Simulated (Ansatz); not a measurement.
Reaction (cleavage of the Ge–Ge bond): `[F][GeH]([Cl])[GeH3]` + `O[SiH](O)F` → `O[SiH](F)[O][GeH3]` + `[F][GeH2][Cl]`

Computed with Ansatz on PBE0-D4/def2-TZVP structures; ΔE is electronic, products minus reactants. CCSD(T)/CBS is the MP2 limit (def2-TZVPP, def2-QZVPP) plus CCSD(T) − MP2 in def2-TZVPP, frozen cores. This one scheme is used for every species. DFT in def2-TZVPP. B3LYP here is the variant with VWN-RPA as its local correlation; programs differ in this. For Ge outer-core shells are correlated without core-valence functions, which leaves a few kJ/mol of doubt a bond. Scalar relativity is left out up to krypton. One conformer a species, not always the lowest.

Is it downhill or uphill in electronic energy at CCSD(T)/CBS, and by how much? (Estimate.)

The calculation gave: Downhill: ΔE = -0.06 eV.

What do these levels give: BLYP-D4, B97M-V, B3LYP-D4, r2SCAN0-D4, ωB97X-V, PBE0, LC-ωPBE, MP2/def2-TZVPP, CCSD/def2-TZVPP, HF/def2-QZVPP, MP2/def2-QZVPP, SCS-MP2/def2-QZVPP? (Best estimate.)

The calculation gave: BLYP-D4 0.00, B97M-V -0.15, B3LYP-D4 -0.04, r2SCAN0-D4 -0.03, ωB97X-V -0.11, PBE0 0.05, LC-ωPBE -0.06, MP2/def2-TZVPP -0.12, CCSD/def2-TZVPP -0.13, HF/def2-QZVPP -0.35, MP2/def2-QZVPP -0.09, SCS-MP2/def2-QZVPP -0.18 eV.

Largest T1 diagnostic among the species: 0.012.

In def2-TZVPP, CCSD(T) changes the Hartree–Fock value by +0.22 eV (the triples alone add +0.02 eV) and MP2 by +0.21 eV. From PBE to PBE0 (25 % exact exchange), in def2-TZVPP and without D4, ΔE moves by −0.06 eV. Leaving LDA and LC-ωPBE aside and taking each functional with its dispersion term where it has one, the values, not all of them listed here, spread over 0.26 eV, from B97M-V to PBE-D4.
